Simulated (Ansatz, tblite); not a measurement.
(SnO)n off: gap (eV) at several levels, gas phase, relaxed structures; Ansatz, xTB through tblite. Clusters are the lowest isomers that short searches found in that spin, judged at the geometry's level. Core potentials for Sn in the def2 sets, no spin–orbit coupling. Singlets are spin-restricted. The structures are stationary points that may keep the symmetry of their start. Remarks come from the PBE and PBE0 runs and from stability tests at other levels; not every state was tested.

| species | state | geometry | GFN2-xTB | PBE-D4/def2-TZVP | r2SCAN-D4/def2-TZVP | PBE0-D4/def2-SVP | PBE0-D4/def2-TZVP | HSE06-D4/def2-TZVP | remarks |
| --- | --- | --- | --- | --- | --- | --- | --- | --- | --- |
| SnO2 | singlet | B3LYP-D4/def2-TZVP | 3.88 | 2.93 | 3.38 | 5.29 | 5.36 | 4.59 | – |
| Sn3O4 (with an O–O bond) | singlet | r2SCAN-D4/def2-SVP | 4.01 | 2.72 | 3.19 | 4.74 | 4.76 | 4.02 | restricted SCF unstable in HF |

Task: Estimate the rows for Sn4O5 (with an O–O bond) (singlet, PBE-D4/def2-SVP geometry).

Result: 
| species | state | geometry | GFN2-xTB | PBE-D4/def2-TZVP | r2SCAN-D4/def2-TZVP | PBE0-D4/def2-SVP | PBE0-D4/def2-TZVP | HSE06-D4/def2-TZVP |
| --- | --- | --- | --- | --- | --- | --- | --- | --- |
| Sn4O5 (with an O–O bond) | singlet | PBE-D4/def2-SVP | 3.88 | 3.10 | 3.58 | 5.09 | 5.02 | 4.28 |

Over the 3 species that have every level, the mean is 3.92 at GFN2-xTB, 2.92 at PBE-D4/def2-TZVP, 3.38 at r2SCAN-D4/def2-TZVP, 5.04 at PBE0-D4/def2-SVP, 5.05 at PBE0-D4/def2-TZVP, 4.30 at HSE06-D4/def2-TZVP. Orbital gaps grow with the share of exact exchange and aren't one observable across functionals.
